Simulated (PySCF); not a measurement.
[(E)-but-2-enyl]silane (C4H10Si), SMILES C/C=C/C[SiH3].

Geometry optimised at r2SCAN-D4/def2-SVP. Other conformers were not sampled.

Two levels are set side by side: PBE/def2-TZVP (PySCF) and B3LYP/def2-TZVP (PySCF). Same geometry, gas phase. Differences are taken from unrounded values.

```csv
quantity,B3LYP
orbital gap (eV),6.62
highest occupied level (eV),-6.55
lowest empty level (eV),0.06
dipole moment (D),0.72
mean polarisability (bohr³),79.9
```

### Question
What does PBE give, and how far is it from B3LYP? (Estimate from the structure and the level; the computed values follow.)

### Answer

| quantity | PBE | PBE minus B3LYP |
|---|---|---|
| orbital gap (eV) | 4.98 | -1.63 |
| highest occupied level (eV) | -5.69 | 0.87 |
| lowest empty level (eV) | -0.71 | -0.77 |
| dipole moment (D) | 0.77 | 0.05 |
| mean polarisability (bohr³) | 82.3 | 2.4 |

Without exact exchange PBE keeps part of each electron's self-repulsion, which lifts occupied levels and narrows the gap. PBE's more diffuse valence density responds more strongly to a field. Differences between two approximate levels are no errors against the true value.

Rough cost on one machine, each run with all the roots and properties that it gave: B3LYP against PBE within a factor of 2.
